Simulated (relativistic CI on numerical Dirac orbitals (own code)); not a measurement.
**Cr2+: 3d valence photoemission**

Computed with this model: Dirac-Coulomb-Breit CI, separate exchange-only KLI orbitals for each configuration, model QED (radiative potential, 1s self-energy scaled to tabulated hydrogen-like ionisation energies), valence Slater integrals scaled by 0.8, multiplet model of photoemission in the sudden approximation; configurations [Ar] 3d4 → [Ar] 3d3; 80 K; Lorentzian 0.3 eV and Gaussian 0.5 eV FWHM. Energies are those of the free ion, without screening or charge transfer. The energies are binding energies and can lie tens of eV above those of solids. S is read from ⟨S²⟩ = S(S + 1).

Field parameters in Wybourne normalisation: D4h B²₀ = −7Ds, B⁴₀ = 21(Dq − Dt), B⁴₄ = 21√(5/14) Dq. The field is a parameter set, without covalency.

Computed curve for D4h, 10Dq = 12550, Ds = -1500, Dt = -270 cm⁻¹, scaled to 100 at the maximum (points under 2 are left out and the grid is thinned):

(Energy (eV), Intensity): (27.8, 2.2), (28.0, 3.1), (28.1, 4.0), (28.3, 7.3), (28.4, 10.6), (28.6, 23.4), (28.7, 32.3), (28.9, 45.6), (29.0, 45.3), (29.2, 31.8), (29.3, 23.6), (29.5, 13.3), (29.6, 11.4), (29.8, 12.9), (30.0, 23.0), (30.1, 33.7), (30.3, 67.9), (30.4, 86.2), (30.6, 100.0), (30.7, 90.4), (30.9, 55.1), (31.0, 39.9), (31.2, 25.7), (31.3, 25.1), (31.5, 27.2), (31.6, 26.3), (31.8, 18.6), (32.0, 10.0), (32.1, 7.2), (32.3, 4.3), (32.4, 3.7), (32.6, 3.5), (32.7, 4.0), (32.9, 6.3), (33.0, 8.0), (33.2, 10.6), (33.3, 10.4), (33.5, 7.3), (33.6, 5.3), (33.8, 2.6)

The ground state has S = 2.00, and the centroid lies at 30.43 eV.
